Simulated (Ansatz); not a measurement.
Compare A (`F[C@H]1C[Si@@H]1Cl`) with its isomer B (`C=C(F)[SiH2]Cl`).

Computed with Ansatz on PBE0-D4/def2-TZVP structures; ΔE is electronic, products minus reactants. CBS: MP2 limit from def2 TZ/QZ plus the TZ coupled-cluster correction, frozen cores. DFT in def2-TZVPP. Each species was taken in one conformer, which may not be the lowest.

A:

Z-matrix (Å, degrees):
```
C
C 1 1.539
Si 1 1.848 2 65.1
F 1 1.370 2 116.3 3 117.7
H 1 1.088 2 114.2 3 -111.1
H 2 1.089 1 113.2 3 -104.9
H 2 1.085 1 117.7 3 120.5
Cl 3 2.039 1 119.5 2 -108.0
H 3 1.472 1 122.0 2 102.3
```

B:

```xyz
9

C     0.877   -0.608   -1.189
C     0.376   -0.588    0.037
F     0.633   -1.611    0.878
Si   -0.667    0.789    0.749
Cl   -2.529    0.081    1.234
H     0.666    0.210   -1.866
H     1.495   -1.427   -1.539
H    -0.053    1.318    1.987
H    -0.798    1.835   -0.290
```

(1) Which isomer does CCSD(T)/CBS put lower? Give the gap. (Estimate.)

(2) Give E(B) − E(A) in kJ/mol with CCSD(T)/def2-TZVPP, r2SCAN-D4, B2PLYP, CCSD/def2-TZVPP, ωB97M-V, HF/def2-TZVPP, MP2/def2-TZVPP. (An estimate is asked.)

Largest T1 diagnostic: 0.012.

Answers

(1) The calculation gave: B, by 64.9 kJ/mol.

(2) Computed: CCSD(T)/def2-TZVPP -66.3, r2SCAN-D4 -54.0, B2PLYP -68.2, CCSD/def2-TZVPP -67.4, ωB97M-V -58.5, HF/def2-TZVPP -92.2, MP2/def2-TZVPP -58.6. None reverses the order clearly.

In def2-TZVPP, CCSD(T) changes the Hartree–Fock value by +25.9 kJ/mol (the triples alone add +1.1 kJ/mol) and MP2 by +33.6 kJ/mol.
